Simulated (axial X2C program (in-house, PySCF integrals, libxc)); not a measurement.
# Ω levels of NNdO from open-shell CI on f(δφ)1 f(π)0

Calculated with an axial X2C code built on PySCF integrals: two-component X2C with atomic mean-field Coulomb and Gaunt terms, basis N dyall-v2z, Nd dyall-v2z, O dyall-v2z (cores contracted in-house). Orbitals come from Hartree–Fock averaged over the configuration Nd f(δφ)1 f(π)0; CI then distributes these electrons over the f(δφ), f(π) shells of Nd.

N–Nd–O held linear, bonds 1.652 and 1.720 Å (the second held) (near the minimum of the configuration average).

Lowest levels of this model:

```json
{"Ω": "5/2", "energy (cm⁻¹)": "0", "g∥": "4.15", "μ (D)": "1.39", "configuration": "100% f(δφ)1"}
{"Ω": "7/2", "energy (cm⁻¹)": "3141", "g∥": "8.00", "μ (D)": "1.39", "configuration": "100% f(δφ)1"}
{"Ω": "3/2", "energy (cm⁻¹)": "3637", "g∥": "2.02", "μ (D)": "1.37", "configuration": "100% f(δφ)1"}
{"Ω": "5/2", "energy (cm⁻¹)": "6145", "g∥": "5.85", "μ (D)": "1.37", "configuration": "100% f(δφ)1"}
```

g∥ is the magnitude of 2⟨Lz + ge Sz⟩ for the +Ω component. μ is positive if the O end is positive.

(1) From Ω and g∥ of the lowest level, whose 2⟨Lz + ge Sz⟩ is positive, find ⟨Sz⟩ and ⟨Lz⟩ (ge = 2.0023).

Occupations of the active spinors in the lowest level by ω, shell by shell in order of energy: -7/2: 0.00; -5/2: 0.00 0.00; -3/2: 0.00 0.00; -1/2: 0.00; 1/2: 0.00; 3/2: 0.00 0.00; 5/2: 0.85 0.15; 7/2: 0.00. The leading determinant has weight 0.85 among 2.

This point took 1.3 s on 1 thread of Arm Neoverse V1 (shared host).

Dynamic correlation is missing, so gaps between terms are too wide and other configurations may lie lower; the lowest level listed is that of this model, not necessarily the ground state. At most 6 roots were kept for each Ω > 0 (twice that for Ω = 0) within 3.5 eV of the lowest, so higher up levels can be missing between those listed; levels with Ω > 0 are doubly degenerate and listed once, Ω = 0 levels singly. States that fill the shells left empty in the average are placed too high. The molecule was held linear; bending was not examined.

## Answers

(1) Ω = ⟨Lz⟩ + ⟨Sz⟩ = 5/2 and ⟨Lz⟩ + ge⟨Sz⟩ = 2.075, so ⟨Sz⟩ = -0.42 and ⟨Lz⟩ = 2.92.
